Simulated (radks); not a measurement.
Problem. The mean radii <r> (bohr) of the occupied orbitals of an atom or ion are listed with their occupations. All-electron calculation, scalar-relativistic Kohn-Sham, r2SCAN, spin-polarised, spherical densities, finite nucleus; meta-GGA in the generalised Kohn-Sham scheme; Fermi nuclear charge, rms radius of each element as measured or else 0.836 A^(1/3) + 0.57 fm. Program: a radial shooting solver on a logarithmic mesh with Libxc functionals.

orbital  occ.      <r>
1s down     1  0.05410
1s up       1  0.05410
2s up       1   0.2447
2s down     1   0.2443
2p up       3   0.2154
2p down     3   0.2150
3s up       1   0.7337
3s down     1   0.7370
3p up       3   0.7672
3p down     3   0.7724
3d up       5   0.8818
3d down     2   0.9090

Name the element and its charge. Open shells, if any, are filled with parallel spins first.

Solution. Z = 28, nickel, charge +3: Ni3+ in [Ar] 3d7. The 1s radius gives Z: for a bare nucleus <r> = (2 gamma + 1)/(2Z) with gamma = sqrt(1 - (Z/c)^2), 0.05282 bohr for Z = 28, and screening makes it slightly larger (0.05410 here). The occupations add up to 25, and the charge is Z minus that.
